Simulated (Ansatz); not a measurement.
# Two structures, one formula

Two relaxed structures of BH3S2O, closed shell (PBE0-D4/def2-TZVP; forces vanish, vibrations not checked).

A:

```
7
angstrom
B -0.5145 1.1689 0.6019
O -0.8284 -0.3262 0.8832
S -0.0039 -1.4941 0.3990
S 1.4860 -1.0124 -0.6055
H -0.4572 1.2698 -0.6164
H -1.3904 1.7796 1.1479
H 0.6207 1.3516 1.0209
```

B:

B1  (-0.369, 0.768, 0.577)
O2  (-0.912, 0.814, -0.497)
S3  (1.154, -1.828, 0.183)
S4  (0.490, -1.892, -1.749)
H5  (0.088, 0.852, 1.653)
H6  (0.202, -2.582, 0.767)
H7  (-0.295, -0.791, -1.679)
(Å)

Computed with Ansatz 0.2.0 (basis: def2-TZVPP); correlated methods freeze the cores. B3LYP uses VWN-RPA correlation.

Problem. Which structure is lower at CCSD(T), and by how much? (An estimate is asked for; the value comes from the calculation.)

Solution. Computed: B, by 59.46 kcal/mol (electronic energy, against the other). By their contacts, A is BH₃S₂O ([BH3][O][S][S]) and B is a complex of H₂S₂ ([SH][SH]) + BHO ([BH][O]).

All methods give the same order:

| method | E(B) − E(A) (kcal/mol) |
| --- | --- |
| PBE-D4 | -45.70 |
| r2SCAN-D4 | -48.56 |
| PBE0-D4 | -54.64 |
| B3LYP-D4 | -56.58 |
| wB97M-V | -61.50 |
| HF | -83.16 |
| MP2 | -57.36 |
| CCSD | -65.35 |
| CCSD(T) | -59.46 |

No T1 diagnostic of these runs exceeds 0.025. The restricted Hartree–Fock reference is unstable towards an unrestricted one at one or more of these structures.

Labels in which every atom is bracketed show which atoms are joined, not bond orders.

For scale, one of the runs: CCSD(T)/def2-TZVPP, 188 basis functions, launched by `ansatz run in.yaml --threads 2 --pin off --events-out ev --progress --plain --max-ram 4352MiB`. Time: 71 s of wall clock on 2 CPU threads of an Arm Neoverse V1; the host was shared. Peak host memory: 1.9 GiB.
